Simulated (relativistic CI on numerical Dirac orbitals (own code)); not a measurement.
**Spin-allowed bands of a d2 ion in an octahedral site, by hand**

Problem. Take Δ = 18500 cm⁻¹ and B = 890 cm⁻¹ for a d2 ion in an octahedral site. Calculate the three spin-allowed bands.

Working.
1. The terms of highest spin are 3F (energy 0) and 3P (15B = 13350 cm⁻¹). Here the F term splits into A2 at +1.2Δ = 22200, T2 at +0.2Δ = 3700 and T1 at −0.6Δ = -11100 cm⁻¹.
2. The two T1 states mix through the element 0.4Δ: H = [[-11100, 7400], [7400, 13350]], with roots ½(H₁₁ + H₂₂) ∓ ½√[(H₂₂ − H₁₁)² + 4H₁₂²] = ½(2250) ∓ ½(28580) = -13165 and 15415 cm⁻¹.
3. The ground term is 3T1 at -13165 cm⁻¹.
4. Bands: 3T2 16865 cm⁻¹ (593 nm), 3T1(P) 28580 cm⁻¹ (350 nm), 3A2 35365 cm⁻¹ (283 nm).

Check. Exact diagonalisation of the whole d2 shell with these parameters gives 3T2 16865, 3T1 28580, 3A2 35365 cm⁻¹. The match is exact, since without spin-orbit coupling no other term has this spin. The ratio of the second band to the first, 1.695, depends on Δ/B = 20.8 alone, which is how a Tanabe-Sugano diagram is read.
